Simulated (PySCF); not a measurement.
FHOSn, neutral, multiplicity 1. Atoms are numbered in the order given.

```xyz
4

Sn    -0.3673     0.0267     0.0000
F      1.0829     1.3732     0.0000
O      0.8536    -1.5517     0.0000
H      1.7910    -1.2821     0.0000
```
Charge 0, spin multiplicity 1.

Coordinates come from a PBE-D3(BJ)/def2-TZVP optimisation. The def2 effective core potentials stand for the cores of Sn; spin–orbit coupling is left out. Other conformers were not sampled.

Computed with TDDFT-LC-ωPBE/def2-SVPD run with PySCF.

Vertical excitations. Gas-phase values at a fixed geometry. State labels are in the subgroup Cs.

Computed UV-visible absorptions:
| state | symmetry | energy (eV) | λ (nm) | f | main pairs |
|---|---|---|---|---|---|
| S1 | A" | 4.87 | 254 | 0.100 | HOMO→LUMO 98 % |
| S2 | A' | 6.24 | 199 | 0.005 | HOMO−1→LUMO 89 % |
| S3 | A" | 6.56 | 189 | 0.038 | HOMO−2→LUMO 96 % |
| S4 | A' | 7.01 | 177 | 0.236 | HOMO→LUMO+1 86 % |
| S5 | A" | 7.53 | 165 | 0.001 | HOMO−4→LUMO 97 % |
| S6 | A' | 7.68 | 161 | 0.281 | HOMO−3→LUMO 39 %, HOMO→LUMO+3 27 %, HOMO→LUMO+2 14 %, HOMO→LUMO+1 8 % |
| S7 | A" | 7.83 | 158 | 0.038 | HOMO−1→LUMO+1 62 %, HOMO−1→LUMO+2 22 % |
| S8 | A' | 7.96 | 156 | 0.371 | HOMO−3→LUMO 47 %, HOMO→LUMO+3 28 %, HOMO→LUMO+2 15 % |
| S9 | A" | 8.14 | 152 | 0.014 | HOMO−1→LUMO+2 35 %, HOMO−1→LUMO+1 32 %, HOMO−1→LUMO+3 24 % |
| S10 | A' | 8.43 | 147 | 0.053 | HOMO→LUMO+2 45 %, HOMO→LUMO+3 30 %, HOMO−2→LUMO+1 7 % |
| T1 | A" | 3.34 | 372 | 0 | HOMO→LUMO 95 % |
| T2 | A' | 5.31 | 234 | 0 | HOMO−1→LUMO 95 % |
| T3 | A' | 5.42 | 229 | 0 | HOMO→LUMO+1 91 % |
| T4 | A" | 6.16 | 201 | 0 | HOMO−2→LUMO 93 % |
Triplets are in the Tamm–Dancoff approximation, which puts them higher than full response would, so one can lie above its singlet here.
